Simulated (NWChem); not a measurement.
# C$_{3}$H$_{9}$Si cation

```xyz
13

C      1.6115     0.8968    -0.0016
Si    -0.0001    -0.0001     0.0006
C     -0.0291    -1.8441     0.0004
C     -1.5824     0.9474     0.0015
H      2.4723     0.2228    -0.0318
H      1.6871     1.5303     0.8948
H      1.6610     1.5812    -0.8609
H      0.4964    -2.2267    -0.8871
H     -1.0435    -2.2527     0.0155
H      0.5248    -2.2288     0.8693
H     -2.1689     0.6952    -0.8946
H     -2.2001     0.6494     0.8612
H     -1.4289     2.0299     0.0303
```
Atoms are numbered in this order, from 1.

Computed with NWChem. All runs use the structure optimised with B3LYP/6-31G* (spherical d). GIAO values for the isolated, static molecule; σ is the absolute isotropic shielding, δ = σ(reference) − σ with the isolated reference molecule computed at the same levels (13C: tetramethylsilane, 1H: tetramethylsilane, 29Si: tetramethylsilane).

Problem. Estimate the computed values for PBE0/pcSseg-1. Quantities: δ C1 (ppm); δ Si2 (ppm); δ H5 (rotor mean) (ppm); δ H8 (rotor mean) (ppm); δ H11 (rotor mean) (ppm).

Solution. 
```yaml
"δ C1 (ppm)": 16.2
"δ Si2 (ppm)": 411.5
"δ H5 (rotor mean) (ppm)": 2.18
"δ H8 (rotor mean) (ppm)": 2.18
"δ H11 (rotor mean) (ppm)": 2.18
```
